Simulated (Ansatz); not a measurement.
Na6P⁻. The state is a singlet with charge -1. Geometry PBE-D4/def2-SVPD; atoms count from 1.

```xyz
7

P     0.068    0.578   -0.789
Na    0.102   -4.603   -2.187
Na    0.754   -1.789    0.234
Na   -0.257    3.495    3.643
Na   -0.458   -1.137   -2.756
Na   -1.678    1.233    1.104
Na    1.469    2.223    0.752
```

The restricted singlet is unstable towards broken spin symmetry at other levels; at PBE0-D4/def2-TZVPD this wasn't settled. The geometry of the singlet was relaxed on an unsound state (restricted singlet, unstable towards broken spin symmetry at other levels and untested here). Another isomer (singlet) lies 0.31 eV lower at PBE0-D4/def2-TZVPD; other spin states weren't run for this one.

(1) Estimate the Mulliken populations from the PBE0/def2-TZVPD orbitals of Ansatz.

(2) And the Mayer bond orders between bonded heavy atoms (over 0.3)?

Answers

(1) 
```tsv
atom	charge (e)
P1	-1.15
Na2	-0.43
Na3	0.26
Na4	-0.42
Na5	0.22
Na6	0.25
Na7	0.27
```
Mulliken values and Mayer orders depend strongly on the basis. With diffuse functions, as here, like atoms can get unlike values, and bond orders can come out too low or too high.

(2) P1–Na3 0.69 (2.67 Å); P1–Na5 0.68 (2.66 Å); P1–Na6 0.67 (2.66 Å); P1–Na7 0.63 (2.65 Å); Na2–Na5 0.38 (3.56 Å); Na4–Na7 0.36 (3.60 Å).
